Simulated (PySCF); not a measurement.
1,3-thiazol-4-ylsilane (C3H5NSSi), SMILES [SiH3]c1cscn1. Atoms are numbered in the order given.

```xyz
11

Si     0.0843    -2.3944     0.0000
C     -0.0175    -0.5170     0.0000
C      1.0473     0.3601     0.0000
S      0.4909     1.9933     0.0000
C     -1.1473     1.3924     0.0000
N     -1.2594     0.0976     0.0000
H      1.5213    -2.7837     0.0000
H     -0.5774    -2.9503    -1.2101
H     -0.5774    -2.9503     1.2101
H      2.1120     0.1318     0.0000
H     -1.9914     2.0852     0.0000
```

Coordinates come from a TPSSh-D3(BJ)/def2-SVP optimisation.

Vertical ionisation energy (IE) and electron affinity (EA) in eV. Rows of orbital energies are one-electron estimates. Where ΔSCF, EOM or ADC give a negative EA the extra electron is unbound and the value depends on the basis.

```tsv
level	IE	EA
−ε(HOMO), −ε(LUMO), B3LYP/def2-TZVP (PySCF)	?	?
−ε(HOMO), −ε(LUMO), PBE/def2-TZVP (PySCF)	6.38	1.96
```

### Question
What belongs in the gaps? (An estimate is asked for; the answer gives what the named calculation found.)

### Answer

- −ε(HOMO), −ε(LUMO), B3LYP/def2-TZVP (PySCF), IE: 7.17
- −ε(HOMO), −ε(LUMO), B3LYP/def2-TZVP (PySCF), EA: 1.26
